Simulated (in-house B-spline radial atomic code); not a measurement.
Settings and results of a run for Dy5+ (an excited or competing configuration). Computed with a radial B-spline atomic code at the basis-set limit: scalar-relativistic (X2C) TPSSh, spin-polarised, spherical fractional occupations, exact exchange averaged over the configuration, Fermi nucleus of rms radius 5.2218 fm.

Command:
```bash
python run_scf.py task.json out
```
Settings (nuclear radius in fm, mass in u):
```
Z                66
configuration    [Kr] 4d10 4f7 5s2 5p5 6s1
hamiltonian      x2c
method           tpssh
spin_polarised   True
nucleus          fermi
rms_radius       5.2218
atomic_mass      163.92918
speed_of_light   137.035999084
exact_exchange   averaged over the configuration
```

Output (hartree, bohr):
```
 radial grid: 70 intervals, B-splines of order 8, outer radius 33.6842 bohr

 iter        energy (Eh)    residual
    1      -12149.612505    1.12e-01
    2      -12149.617695    2.09e-03
    3      -12149.617717    6.95e-04
    4      -12149.617718    3.07e-04
    5      -12149.617718    4.38e-05
    6      -12149.617718    6.54e-06
    7      -12149.617718    1.61e-06
    8      -12149.617718    5.57e-07

 total energy                    -12149.61772
 kinetic                           13334.3092
 electron-nucleus                 -29785.9848
 Hartree                            4565.9234
 exact exchange                      -26.0016
 exchange-correlation               -237.8639

 orbital      occ     eigenvalue          <r>       <r^2>       <1/r>       r_max
 1s up      1.000     -1972.8501    0.0203787 0.000576276      80.332      0.0125
 1s down    1.000     -1972.8445    0.0203787 0.000576275      80.332      0.0125
 2s up      1.000      -331.5939    0.0890483  0.00942953     18.5863     0.07585
 2s down    1.000      -331.5899    0.0890468  0.00942914     18.5865     0.07585
 2p up      3.000      -295.0702     0.078999  0.00763621     16.2527     0.06119
 2p down    3.000      -295.0649    0.0789976  0.00763585     16.2528     0.06119
 3s up      1.000       -76.6739     0.234036   0.0627343     6.68058      0.2155
 3s down    1.000       -76.5586     0.233785   0.0625962     6.68955      0.2153
 3p up      3.000       -65.3717     0.232863   0.0629539     6.03951      0.2115
 3p down    3.000       -65.2482     0.232551   0.0627813     6.04821      0.2113
 3d up      5.000       -50.5314      0.21235   0.0529739     5.66496      0.1731
 3d down    5.000       -50.4218     0.211951   0.0527556     5.67347      0.1729
 4s up      1.000       -17.9310     0.527672    0.314253     2.77353      0.4938
 4s down    1.000       -17.6399       0.5279    0.314495     2.76999      0.4936
 4p up      3.000       -14.1655     0.557188    0.352967     2.49936      0.5146
 4p down    3.000       -13.8687     0.557595    0.353499     2.49563      0.5143
 4d up      5.000        -8.9506     0.600735    0.417667      2.2046      0.5323
 4d down    5.000        -8.6339     0.601926    0.419541     2.19923      0.5318
 4f up      7.000        -3.2448     0.714788    0.627849     1.74713      0.5207
 5s up      1.000        -4.4922       1.2038     1.61908     1.12304       1.111
 5s down    1.000        -4.3076      1.21988     1.66202     1.10302       1.122
 5p up      3.000        -3.4497      1.34913     2.04132    0.977302       1.228
 5p down    2.000        -3.3011       1.3693     2.10135    0.958267       1.243
 6s up      1.000        -1.7147      2.53552     7.12618    0.516594       2.424
```

Run time, properties included: 0.65 s on 1 thread of Arm Neoverse N1, with other jobs on the host.

One-electron X2C: radii and densities carry no picture-change correction, so inner-shell <1/r> comes out high (for 1s by about 2 % at Z = 33, 5 % at 54, 10 % at 75, 30 % at 118) and <r> low.
